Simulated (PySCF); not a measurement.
Sb(Cl)(OH)2 (ClH2O2Sb), SMILES [Sb]([OH])([OH])[Cl].

Geometry optimised at B3LYP-D3(BJ)/def2-SVP. The def2 effective core potentials stand for the cores of Sb; spin–orbit coupling is left out. One conformer was computed; it need not be the lowest.

Method: B3LYP-D3(BJ)/def2-SVP in PySCF.

Frequencies are harmonic and unscaled.

| mode | ν (cm⁻¹) | IR (km/mol) | Raman (Å⁴/amu) | depolarisation | moving atoms (share of kinetic energy) |
|---|---|---|---|---|---|
| 1 | 68 | 25.3 | 4.1 | 0.72 | H 43 %, O 43 %, Cl 10 % |
| 2 | 159 | 14.7 | 2.9 | 0.74 | O 57 %, Cl 21 %, H 14 %, Sb 8 % |
| 3 | 194 | 39.8 | 2.0 | 0.64 | O 61 %, Sb 16 %, Cl 13 %, H 10 % |
| 4 | 270 | 56.7 | 4.3 | 0.66 | H 69 %, O 25 % |
| 5 | 302 | 122.3 | 1.9 | 0.68 | H 72 %, O 26 % |
| 6 | 345 | 68.3 | 10.3 | 0.33 | Cl 75 %, Sb 23 % |
| 7 | 610 | 109.7 | 9.1 | 0.61 | O 86 %, Sb 13 % |
| 8 | 620 | 76.5 | 16.4 | 0.06 | O 88 %, Sb 11 % |
| 9 | 826 | 73.3 | 1.6 | 0.74 | H 92 % |
| 10 | 861 | 43.3 | 0.8 | 0.65 | H 91 % |
| 11 | 3786 | 59.9 | 66.8 | 0.30 | H 94 % |
| 12 | 3791 | 73.5 | 110.4 | 0.25 | H 94 % |
